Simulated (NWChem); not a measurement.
All runs are NWChem calculations. System: C2H5S, charge 1, spin multiplicity 1, at the geometry of a parent with another charge or spin, in a state set for the comparison that need not be this species' ground state. Level: LC-wPBE (omega 0.3 per bohr)/def2-TZVP.

The NWChem input:

```
start mol
memory heap 200 mb stack 900 mb global 1100 mb
charge 1
geometry units angstroms nocenter noautoz noautosym
  C     -1.686378     0.147695     0.086059
  C     -0.389070    -0.515080     0.372983
  S      1.133929     0.087029    -0.197695
  H     -1.993441     0.042825    -0.974009
  H     -2.489029    -0.284667     0.702633
  H     -1.649655     1.230502     0.299010
  H     -0.350428    -1.570818     0.654604
  H      0.792383     1.394009    -0.273367
end
basis spherical
  * library def2-tzvp
end
dft
  xc xwpbe 1.00 cpbe96 1.0 hfexch 1.00
  cam 0.3 cam_alpha 0.00 cam_beta 1.00
  direct
  iterations 100
end
task dft energy
```

Part of the output:

```
             Northwest Computational Chemistry Package (NWChem) 7.3.0
             --------------------------------------------------------

                                NWChem Input Module
                                -------------------

 Scaling coordinates for geometry "geometry" by  1.889725989
 (inverse scale =  0.529177249)

                             Geometry "geometry" -> ""
                             -------------------------

 Output coordinates in angstroms (scale by  1.889725989 to convert to a.u.)

  No.       Tag          Charge          X              Y              Z
 ---- ---------------- ---------- -------------- -------------- --------------
    1 C                    6.0000    -1.68637800     0.14769500     0.08605900
    2 C                    6.0000    -0.38907000    -0.51508000     0.37298300
    3 S                   16.0000     1.13392900     0.08702900    -0.19769500
    4 H                    1.0000    -1.99344100     0.04282500    -0.97400900
    5 H                    1.0000    -2.48902900    -0.28466700     0.70263300
    6 H                    1.0000    -1.64965500     1.23050200     0.29901000
    7 H                    1.0000    -0.35042800    -1.57081800     0.65460400
    8 H                    1.0000     0.79238300     1.39400900    -0.27336700

 Effective nuclear repulsion energy (a.u.)      99.5077112507

            Nuclear Dipole moment (a.u.)
            ----------------------------
        X                 Y               Z
 ---------------- ---------------- ----------------
     0.0000113384     0.0000094486     0.0000056692


 Summary of "ao basis" -> "" (spherical)
 ------------------------------------------------------------------------------
       Tag                 Description            Shells   Functions and Types
 ---------------- ------------------------------  ------  ---------------------
 *                         def2-tzvp                  on all atoms

  pbe96 is a nonlocal functional; adding pw91lda local functional.

                                 NWChem DFT Module
                                 -----------------

 Summary of "ao basis" -> "ao basis" (spherical)
 ------------------------------------------------------------------------------
       Tag                 Description            Shells   Functions and Types
 ---------------- ------------------------------  ------  ---------------------
 C                         def2-tzvp                11       31   5s3p2d1f
 S                         def2-tzvp                13       37   5s5p2d1f
 H                         def2-tzvp                 4        6   3s1p

 Summary of "ao basis" -> "ao basis" (spherical)
 ------------------------------------------------------------------------------
       Tag                 Description            Shells   Functions and Types
 ---------------- ------------------------------  ------  ---------------------
 C                         def2-tzvp                11       31   5s3p2d1f
 S                         def2-tzvp                13       37   5s5p2d1f
 H                         def2-tzvp                 4        6   3s1p

  int_init: cando_txs set to always be  F

            General Information
            -------------------
          SCF calculation type: DFT
          Wavefunction type:  closed shell.
          No. of atoms     :     8
          No. of electrons :    32
           Alpha electrons :    16
            Beta electrons :    16
          Charge           :     1
[...]
 HOMO         =      -0.703974
 LUMO         =      -0.430793

   convergence    iter        energy       DeltaE   RMS-Dens  Diis-err    time
 ---------------- ----- ----------------- --------- --------- ---------  ------
 d= 0,ls=0.0,diis     1   -476.7735145829 -5.76D+02  7.68D-03  3.15D+00    13.1
 d= 0,ls=0.0,diis     2   -476.8253988489 -5.19D-02  4.23D-03  1.11D+00    24.8
 d= 0,ls=0.0,diis     3   -476.8959067631 -7.05D-02  1.27D-03  1.06D-01    36.7
 d= 0,ls=0.0,diis     4   -476.9091038140 -1.32D-02  2.76D-04  5.38D-03    48.6
 d= 0,ls=0.0,diis     5   -476.9098029992 -6.99D-04  8.14D-05  8.66D-05    61.4
  Resetting Diis
 d= 0,ls=0.0,diis     6   -476.9098210790 -1.81D-05  3.68D-05  9.83D-06    73.8
 d= 0,ls=0.0,diis     7   -476.9098242720 -3.19D-06  1.03D-05  1.43D-06    86.5
 d= 0,ls=0.0,diis     8   -476.9098246949 -4.23D-07  3.79D-06  7.92D-07    98.9

         Total DFT energy =     -476.909824694903
      One electron energy =     -844.347182551561
           Coulomb energy =      305.738179745913
    Exchange-Corr. energy =      -37.808533139952
 Nuclear repulsion energy =       99.507711250697

 Numeric. integr. density =       32.000003511973

     Total iterative time =     97.9s

                       DFT Final Molecular Orbital Analysis
                       ------------------------------------

 Vector   14  Occ=2.000000D+00  E=-7.058391D-01
              MO Center= -3.4D-01,  1.4D-02,  3.8D-02, r^2= 3.3D+00
   Bfn.  Coefficient  Atom+Function         Bfn.  Coefficient  Atom+Function
  ----- ------------  ---------------      ----- ------------  ---------------
    78      0.225035  3 S  py                66     -0.202452  3 S  s
     7      0.182367  1 C  py                67     -0.160000  3 S  s
   125      0.155943  8 H  s                 38     -0.153443  2 C  py
    10      0.144663  1 C  py                 8     -0.136746  1 C  pz
   119      0.134424  7 H  s                 77     -0.132420  3 S  px

 Vector   15  Occ=2.000000D+00  E=-6.774145D-01
              MO Center= -4.8D-01,  6.6D-02,  5.9D-02, r^2= 3.6D+00
   Bfn.  Coefficient  Atom+Function         Bfn.  Coefficient  Atom+Function
  ----- ------------  ---------------      ----- ------------  ---------------
    77      0.290999  3 S  px                 6      0.181804  1 C  px
     7      0.169515  1 C  py               107     -0.160223  5 H  s
    79     -0.156668  3 S  pz                 9      0.144493  1 C  px
    37     -0.144202  2 C  px                66      0.143176  3 S  s
   113      0.139218  6 H  s                 10      0.134688  1 C  py

 Vector   16  Occ=2.000000D+00  E=-6.334596D-01
              MO Center=  3.7D-01,  2.9D-02, -3.3D-02, r^2= 2.7D+00
   Bfn.  Coefficient  Atom+Function         Bfn.  Coefficient  Atom+Function
  ----- ------------  ---------------      ----- ------------  ---------------
    79      0.416719  3 S  pz                77      0.230622  3 S  px
    82      0.195375  3 S  pz                76      0.175974  3 S  pz
    70     -0.150159  3 S  pz                39      0.137361  2 C  pz
     8     -0.126962  1 C  pz                42      0.127530  2 C  pz
    80      0.114522  3 S  px               101      0.106434  4 H  s

 Vector   17  Occ=0.000000D+00  E=-2.767424D-01
              MO Center= -2.6D-02, -2.2D-01,  1.6D-01, r^2= 2.5D+00
   Bfn.  Coefficient  Atom+Function         Bfn.  Coefficient  Atom+Function
  ----- ------------  ---------------      ----- ------------  ---------------
    39      0.355174  2 C  pz                42      0.334679  2 C  pz
    45      0.310597  2 C  pz                79     -0.300815  3 S  pz
    82     -0.297100  3 S  pz                76     -0.138946  3 S  pz
   102      0.136191  4 H  s                 38      0.132977  2 C  py
    41      0.127044  2 C  py                70      0.109431  3 S  pz

 Vector   18  Occ=0.000000D+00  E=-1.323640D-01
              MO Center=  8.6D-01,  3.3D-01, -1.6D-01, r^2= 3.1D+00
   Bfn.  Coefficient  Atom+Function         Bfn.  Coefficient  Atom+Function
  ----- ------------  ---------------      ----- ------------  ---------------
   126      0.878156  8 H  s                 81     -0.791087  3 S  py
    36     -0.768396  2 C  s                 35     -0.337651  2 C  s
    78     -0.326563  3 S  py               120      0.301425  7 H  s
    80     -0.296116  3 S  px               114      0.277459  6 H  s
   125      0.250364  8 H  s                 12      0.221196  1 C  px

 Vector   19  Occ=0.000000D+00  E=-8.393546D-02
              MO Center=  7.9D-01,  4.9D-01, -1.4D-01, r^2= 3.9D+00
   Bfn.  Coefficient  Atom+Function         Bfn.  Coefficient  Atom+Function
  ----- ------------  ---------------      ----- ------------  ---------------
    67      1.275988  3 S  s                126     -0.874310  8 H  s
    36     -0.742274  2 C  s                 80     -0.674755  3 S  px
   120      0.635141  7 H  s                 35     -0.608188  2 C  s
    43     -0.521465  2 C  px                77     -0.317110  3 S  px
    66      0.250202  3 S  s                 40     -0.234873  2 C  px

 center of mass
 --------------
 x =   0.17388440 y =  -0.02502402 z =  -0.01239383

 moments of inertia (a.u.)
 ------------------
          52.808301366797         -10.340905041802          40.587690354464
         -10.340905041802         340.465009611956          14.289356946900
          40.587690354464          14.289356946900         357.161470467179

     Multipole analysis of the density
     ---------------------------------

     L   x y z        total         alpha         beta         nuclear
     -   - - -        -----         -----         ----         -------
     0   0 0 0      1.000000    -16.000000    -16.000000     33.000000

     1   1 0 0     -0.471714     -0.235862     -0.235862      0.000011
     1   0 1 0      0.091552      0.045771      0.045771      0.000009
     1   0 0 1      0.032389      0.016191      0.016191      0.000006

     2   2 0 0    -11.173613    -98.765340    -98.765340    186.357068
     2   1 1 0      1.162591     -2.159978     -2.159978      5.482548
     2   1 0 1     -0.941142     10.376057     10.376057    -21.693256
     2   0 2 0    -13.778340    -20.908538    -20.908538     28.038736
     2   0 1 1     -1.259984      4.074622      4.074622     -9.409228
     2   0 0 2    -17.031748    -14.835760    -14.835760     12.639773

 Task  times  cpu:       98.9s     wall:       98.9s

 Total times  cpu:       98.9s     wall:       98.9s
```
